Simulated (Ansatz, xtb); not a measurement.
## Relative energy of two isomers of C4H4F2N2

Structure a: `FC(F)c1cc[nH]n1`, a singlet. Structure b: `FCc1[nH]cnc1F`, a singlet. Both are isolated molecules in the gas phase, relaxed with PBE0-D3(BJ)/def2-SVP; the shapes shown needn't be the lowest conformers.

a (Å):

```xyz
12

C    -1.4844   -0.1416    0.2883
C    -0.7089    0.8099   -0.5536
C    -0.3260    0.6711   -1.9078
C     0.3637    1.8339   -2.1781
F    -2.7079   -0.3653   -0.2466
F    -0.8602   -1.3414    0.3509
N     0.3509    2.5561   -1.0313
N    -0.2902    1.9576   -0.0389
H    -1.6072    0.2528    1.3107
H    -0.5272   -0.1583   -2.5800
H     0.8526    2.1946   -3.0805
H     0.7672    3.4651   -0.8748
```

b (Å):

```yaml
atoms:
  - { symbol: C, position_ang: [-1.3672, 1.2123, 0.5179] }
  - { symbol: C, position_ang: [-1.5642, 0.7428, -0.8672] }
  - { symbol: C, position_ang: [-2.4669, 0.4788, -2.8652] }
  - { symbol: C, position_ang: [-0.8705, -0.1539, -1.6510] }
  - { symbol: F, position_ang: [-2.4144, 0.8427, 1.3374] }
  - { symbol: F, position_ang: [0.2228, -0.7996, -1.2994] }
  - { symbol: N, position_ang: [-2.5981, 1.1380, -1.6915] }
  - { symbol: N, position_ang: [-1.4126, -0.3079, -2.8681] }
  - { symbol: H, position_ang: [-1.2872, 2.3129, 0.5668] }
  - { symbol: H, position_ang: [-0.4315, 0.7794, 0.9042] }
  - { symbol: H, position_ang: [-3.3502, 1.7626, -1.4300] }
  - { symbol: H, position_ang: [-3.1675, 0.6022, -3.6905] }
```

Quicker runs give these differences E(b) − E(a): GFN2-xTB −45.6 kJ/mol; HF/STO-3G −22.0 kJ/mol (at GFN2-xTB geometries); r2SCAN-D4/def2-SVP −7.0 kJ/mol (at GFN2-xTB geometries).

Q: Estimate E(b) − E(a) at the level CCSD(T)/def2-SVP + ΔMP2/def2-TZVPP.

A: Calculated at CCSD(T)/def2-SVP + ΔMP2/def2-TZVPP: E(b) − E(a) = −9.8 kJ/mol, so structure b lies lower.

Level by level:

| level | geometry | E(b) − E(a) (kJ/mol) | departure from the last row (kJ/mol) | job, with rough time for the two |
| --- | --- | --- | --- | --- |
| GFN2-xTB | GFN2-xTB | −45.6 | −35.8 | optimisation, 0.1 s |
| HF/STO-3G | GFN2-xTB | −22.0 | −12.2 | single point, 0.36 s |
| r2SCAN-D4/def2-SVP | GFN2-xTB | −7.0 | +2.8 | single point, 3.2 s |
| PBE0-D3(BJ)/def2-SVP | PBE0-D3(BJ)/def2-SVP | −16.0 | −6.2 | optimisation, 58 s |
| HF/def2-SVP | PBE0-D3(BJ)/def2-SVP | −20.1 | −10.2 | part of the CCSD(T) run |
| MP2/def2-SVP | PBE0-D3(BJ)/def2-SVP | −6.4 | +3.4 | part of the CCSD(T) run |
| CCSD(T)/def2-SVP | PBE0-D3(BJ)/def2-SVP | −10.0 | −0.2 | single point |
| CCSD(T)/def2-SVP + ΔMP2/def2-TZVPP | PBE0-D3(BJ)/def2-SVP | −9.8 |  | single point, 64 s |

As drawn, b has 2 C∷N in place of 1 C∷C, 1 N∷N (∷ is an aromatic bond).

The levels shown agree on the order. The largest departure from CCSD(T)/def2-SVP + ΔMP2/def2-TZVPP is that of GFN2-xTB, 35.8 kJ/mol. The last row adds to CCSD(T) the change of the MP2 difference between the two basis sets, here +0.2 kJ/mol.

With thermal terms from frequencies at re-optimised GFN2-xTB minima (ideal gas, soft modes damped towards free rotors, one conformer each, 298.15 K, 1 atm): on the last row, ΔE + ΔZPE = −9.9, ΔH = −9.4, ΔG = −10.4 kJ/mol.

The correlated steps freeze 8 core orbitals. Codes used: Ansatz 0.2.0, xtb 6.7.1; the last row on 4 threads of Arm Neoverse V1 on a shared host.
